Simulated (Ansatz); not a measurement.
Reaction (redistribution): `[CH3][GeH]([F])[SiH3]` + `[CH3][Ge]([F])([F])[Cl]` → `[CH3][Ge]([F])([SiH3])[Cl]` + `[CH3][GeH]([F])[F]`

Gas-phase electronic energies from Ansatz, PBE0-D4/def2-TZVP geometries. CCSD(T)/CBS is the MP2 limit (def2-TZVPP, def2-QZVPP) plus CCSD(T) − MP2 in def2-TZVPP, frozen cores. Functionals use def2-TZVPP. B3LYP here is the variant with VWN-RPA as its local correlation; programs differ in this. HSE06 is defined as in plane-wave codes. For Ge outer-core shells are correlated without core-valence functions, which leaves a few kJ/mol of doubt a bond. Scalar relativity is left out up to krypton.

Is it downhill or uphill in electronic energy at CCSD(T)/CBS, and by how much? (Estimate.)

The calculation gave: Downhill: ΔE = -0.13 eV.

What do these levels give: LDA (SPW92), PBE-D4, BLYP-D4, B97M-V, HSE06-D4, B2PLYP, B3LYP, r2SCANh, RPA@PBE/def2-TZVPP, MP2/def2-TZVPP, CCSD/def2-TZVPP, HF/CBS(def2)? (Estimate.)

Ansatz gave: LDA (SPW92) -0.12, PBE-D4 -0.13, BLYP-D4 -0.15, B97M-V -0.10, HSE06-D4 -0.12, B2PLYP -0.13, B3LYP -0.13, r2SCANh -0.11, RPA@PBE/def2-TZVPP -0.11, MP2/def2-TZVPP -0.13, CCSD/def2-TZVPP -0.11, HF/CBS(def2) -0.12 eV.

Largest T1 diagnostic among the species: 0.012.

Leaving LDA and LC-ωPBE aside and taking each functional with its dispersion term where it has one, the values spread over 0.05 eV, from BLYP-D4 to B97M-V. At CCSD(T), def2-SVP lies +0.04 eV from the extrapolated value and def2-TZVPP +0.02 eV.
